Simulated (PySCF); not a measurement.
# C₆ coefficients of unlike pairs at BHandHLYP

Calculated with PySCF 2.14 from the dipole response of each species, C₆(A,B) = (3/π) ∫ α_A(iu) α_B(iu) du, in atomic units, from isotropic polarisabilities. For ions this is the dispersion term alone; charge-induced terms of lower order in 1/R come first.

```csv
species,configuration,basis,relativity,α (bohr³),C₆ (like pair)
O²⁺,[He] 2s2 2p2 (3P),dyall-av3z (15s9p3d2f),spin-free X2C,1.717,2.271
Hf³⁺,[Xe] 4f14 5d1 (2D),aug-cc-pVTZ-PP with ECP60MDF (6s6p5d3f2g),core potential,6.128,24.56
Cu,[Ar] 3d10 4s1 (2S),def2-QZVPPD (11s6p5d4f2g),none,50.29,320.9
```

Estimate C₆ for Hf³⁺ with O²⁺.

The integral gives 7.459. The combination rule 2 C_A C_B / (C_A α_B/α_A + C_B α_A/α_B) gives 7.443 and the geometric mean 7.468.

No spin-orbit coupling is included.

The other pairs:

| pair | C₆ |
| --- | --- |
| Cu, Hf³⁺ | 70.77 |
| Cu, O²⁺ | 20.87 |
